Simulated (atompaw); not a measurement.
LDA (PW92) PAW (atompaw) dataset for europium (Eu), scalar-relativistic all-electron reference.

- Element: europium
- Generator: atompaw 4.2.0.5
- Type: PAW
- Functional: LDA (PW92)
- Relativity: scalar-relativistic
- Frozen core: [Kr]
- Valence charge: 27
- Reference configuration: 4d10 4f7 5s2 5p6 5d0 6s2 6p0
- Partial waves: 5s (bound); 6s (bound); 5p (bound); 6p (bound, empty); 4d (bound); 5d (bound, empty); 4f (bound); 4f channel at 1.05 Ry
- Local potential: troulliermartins scheme with l = 4 at 0 Ry, radius 2.40 bohr
- Core correction: smooth core density matched at 2.25 bohr
- Augmentation charge: sinc compensation charge, radius 1.80 bohr; PAW radius 2.45 bohr; waves and projectors: bloechl

Task: Does the generator finish with these settings?

Result: Yes, a potential is produced.

Task: Estimate the cutoffs (Ry, on a coarse ladder) from which the occupation-weighted sum of valence levels, in a spherical-Bessel basis at the reference potential, stays within 10 and 1 mRy of its value at 400 Ry.

Result: 50 Ry and 60 Ry.

Task: Does the potential have ghost states?

Result: No extra level below or beside the all-electron valence levels (s, p, d, f tested).

Task: Is the overlap operator S = 1 + Σ q|β⟩⟨β| positive definite (Bessel basis up to 400 Ry)?

Result: Yes: its lowest eigenvalue is 0.46 (s channel).
